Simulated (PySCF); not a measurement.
## Radial density of Al(2+) (aluminium, charge +2)

M06-2X, [Ne] 3s1, 2S determinant. Calculation: PySCF 2.14, in Sapporo-DZP-2012; scalar relativity by spin-free X2C-1e.

```tsv
r (bohr)	4πr²ρ (e/bohr)	4πr²(ρα − ρβ)
0.00227	0.08403	0.0002
0.00382	0.2319	0.0006
0.00643	0.6175	0.0017
0.0108	1.550	0.0041
0.0182	3.634	0.0096
0.0306	7.449	0.0189
0.0515	12.38	0.0289
0.0866	14.50	0.0254
0.146	10.76	0.0053
0.245	8.817	0.0422
0.412	12.54	0.1232
0.693	8.779	0.0117
1.17	1.888	0.1749
1.96	0.6045	0.5492
3.30	0.1710	0.1708
5.55	0.001333	0.0013
```

Densities and radii are taken from the X2C orbitals without a picture-change correction, which distorts them close to the nucleus.
